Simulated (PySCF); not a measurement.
# Two-component Hartree-Fock for Lu(43+) (lutetium, charge +43)

Start: [Ar] 3d10. Calculated with PySCF 2.14 in an uncontracted even-tempered set (16 s from 9.8 bohr⁻², ratio 2.8; 13 p from 13 bohr⁻², ratio 2.8; 8 d from 13 bohr⁻², ratio 2.8; 3 f from 50 bohr⁻², ratio 3): generalised Hartree-Fock with the X2C-1e Hamiltonian and a Gaussian nucleus; one run each with spin-orbit coupling (SO) switched off, then screened by Boettger's factors.

```
spinor shell  electrons  ε, spin-free (eV)  ε, screened SO (eV)  weight of nominal j (screened SO)  rms radius, screened SO (bohr)
       1s1/2          2           -65759.7             -65744.1                              1.000                          0.0219
       2s1/2          2           -13027.9             -13023.4                              1.000                          0.0884
       2p1/2          2           -11715.9             -12515.4                              1.000                          0.0752
       2p3/2          4           -11715.9             -11387.2                              1.000                          0.0823
       3s1/2          2            -4489.9              -4488.7                              1.000                           0.223
       3p1/2          2            -4086.0              -4267.4                              1.000                           0.214
       3p3/2          4            -4086.0              -4010.5                              1.000                           0.228
       3d3/2          4            -3618.3              -3651.5                              1.000                           0.199
       3d5/2          6            -3618.3              -3595.6                              1.000                           0.203
```

```json
{"quantity": "E (hartree)", "spin-free": "-13318.21842", "screened SO": "-13332.15987"}
{"quantity": "M_J", "spin-free": "0", "screened SO": "0"}
{"quantity": "⟨J²⟩", "spin-free": "0.000", "screened SO": "0.000"}
{"quantity": "⟨L²⟩", "spin-free": "0.000", "screened SO": "0.051"}
{"quantity": "⟨S²⟩", "spin-free": "0.000", "screened SO": "0.051"}
```

Breit and QED terms are absent; they matter most for the inner s and p1/2 levels.

Densities and radii are taken from the X2C orbitals without a picture-change correction, which distorts them close to the nucleus.

Without spin-orbit coupling the j labels of p, d and f shells carry no meaning; the spin-free column gives the mean over the occupied spinors of each nl shell.
